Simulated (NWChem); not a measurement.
System: CH4O2Ti; SMILES [CH3][Ti](=[O])[OH]

Input file for NWChem:

```
start job
memory heap 200 mb stack 900 mb global 1100 mb
geometry units angstroms noautoz
  Ti     0.098802    -0.093516    -0.211289
  O      1.599541    -0.204360     0.298647
  O     -0.937765    -1.485547     0.262392
  H     -0.721505    -2.273117     0.770211
  C     -0.682288     1.803674     0.236340
  H     -1.697021     1.945190    -0.177215
  H     -0.029972     2.621201    -0.116664
  H     -0.753950     1.902413     1.334330
end
basis spherical
  * library def2-svp
end
dft
  xc pbe0
  iterations 150
  vectors input atomic output neutral.movecs
end
task dft energy
charge 1
dft
  odft
  mult 2
  vectors input atomic output cation.movecs
end
task dft energy
```

Excerpt of the output:

```
             Northwest Computational Chemistry Package (NWChem) 7.3.0
             --------------------------------------------------------

 C1  symmetry detected

                             Geometry "geometry" -> ""
                             -------------------------

 Output coordinates in angstroms (scale by  1.889725989 to convert to a.u.)

  No.       Tag          Charge          X              Y              Z
 ---- ---------------- ---------- -------------- -------------- --------------
    1 Ti                  22.0000     0.09518508    -0.08284996    -0.27494070
    2 O                    8.0000     1.58495149    -0.25432930     0.25015885
    3 O                    8.0000    -0.99774737    -1.43947211     0.17413631
    4 H                    1.0000    -0.81666942    -2.23918407     0.67671623
    5 C                    6.0000    -0.61966354     1.83801287     0.18231267
    6 H                    1.0000    -1.62372824     2.02110782    -0.24085146
    7 H                    1.0000     0.06655998     2.63380275    -0.15576147
    8 H                    1.0000    -0.69988579     1.92930674     1.28035488

 Effective nuclear repulsion energy (a.u.)     212.5591604928

                                 NWChem DFT Module
                                 -----------------

 Summary of "ao basis" -> "ao basis" (spherical)
 ------------------------------------------------------------------------------
       Tag                 Description            Shells   Functions and Types
 ---------------- ------------------------------  ------  ---------------------
 Ti                         def2-svp                11       31   5s3p2d1f
 O                          def2-svp                 6       14   3s2p1d
 H                          def2-svp                 3        5   2s1p
 C                          def2-svp                 6       14   3s2p1d

            General Information
            -------------------
          SCF calculation type: DFT
          Wavefunction type:  closed shell.
          No. of atoms     :     8
          No. of electrons :    48
           Alpha electrons :    24
            Beta electrons :    24
          Charge           :     0
          Spin multiplicity:     1
          Use of symmetry is: off; symmetry adaption is: off
          Maximum number of iterations: 150
          AO basis - number of functions:    93
                     number of shells:    41
          Convergence on energy requested:  1.00D-06
          Convergence on density requested:  1.00D-05
          Convergence on gradient requested:  5.00D-04

              XC Information
              --------------
                         PBE0 Method XC Functional
                     Hartree-Fock (Exact) Exchange  0.250
          PerdewBurkeErnzerhof Exchange Functional  0.750
            Perdew 1991 LDA Correlation Functional  1.000 local
           PerdewBurkeErnz. Correlation Functional  1.000 non-local

             Grid Information
             ----------------
          Grid used for XC integration:  medium
          Radial quadrature: Mura-Knowles
          Angular quadrature: Lebedev.
          Tag              B.-S. Rad. Rad. Pts. Rad. Cut. Ang. Pts.
          ---              ---------- --------- --------- ---------
          Ti                  1.40      112          10.0       590
          O                   0.60       49          11.0       434
          H                   0.35       45          12.0       434
          C                   0.70       49          11.0       434
          Grid pruning is: on
          Number of quadrature shells:   439
          Spatial weights used:  Erf1

      Superposition of Atomic Density Guess
      -------------------------------------

 Sum of atomic energies:       -1037.26278089

      Non-variational initial energy
      ------------------------------

 Total energy =   -1037.820320
 1-e energy   =   -1842.936708
 2-e energy   =     592.557228
 HOMO         =      -0.338985
 LUMO         =      -0.075701

   convergence    iter        energy       DeltaE   RMS-Dens  Diis-err
 ---------------- ----- ----------------- --------- --------- ---------
 d= 0,ls=0.0,diis     1  -1039.2620250483 -1.25D+03  5.12D-02  3.76D+00
 d= 0,ls=0.0,diis     2  -1022.4872929210  1.68D+01  3.99D-02  1.27D+02
 d= 0,ls=0.0,diis     3  -1039.0887946259 -1.66D+01  9.65D-03  8.44D+00
 d= 0,ls=0.0,diis     4  -1039.5257188740 -4.37D-01  6.36D-03  3.20D+00
 d= 0,ls=0.0,diis     5  -1039.5736541625 -4.79D-02  3.11D-03  2.89D+00
 d= 0,ls=0.0,diis     6  -1039.7537782360 -1.80D-01  3.07D-03  8.75D-01
 d= 0,ls=0.0,diis     7  -1039.8324402566 -7.87D-02  8.35D-04  3.09D-02
  Resetting Diis
 d= 0,ls=0.0,diis     8  -1039.8356899032 -3.25D-03  1.48D-04  3.37D-04
 d= 0,ls=0.0,diis     9  -1039.8357201283 -3.02D-05  1.65D-04  7.00D-05
 d= 0,ls=0.0,diis    10  -1039.8356838057  3.63D-05  1.14D-04  3.98D-04
 d= 0,ls=0.0,diis    11  -1039.8357251583 -4.14D-05  3.36D-05  4.97D-05
 d= 0,ls=0.0,diis    12  -1039.8357301699 -5.01D-06  4.81D-06  1.66D-07
 d= 0,ls=0.0,diis    13  -1039.8357302006 -3.07D-08  2.47D-06  2.55D-08

         Total DFT energy =    -1039.835730200567
      One electron energy =    -1848.391306203491
           Coulomb energy =      661.742603434940
    Exchange-Corr. energy =      -65.746187924833
 Nuclear repulsion energy =      212.559160492817

 Numeric. integr. density =       48.000003602851

                       DFT Final Molecular Orbital Analysis
                       ------------------------------------

[...]
```

Level: PBE0/def2-SVP, vertical spin-unrestricted ions. Coordinates come from a PBE0/def2-SVP optimisation.
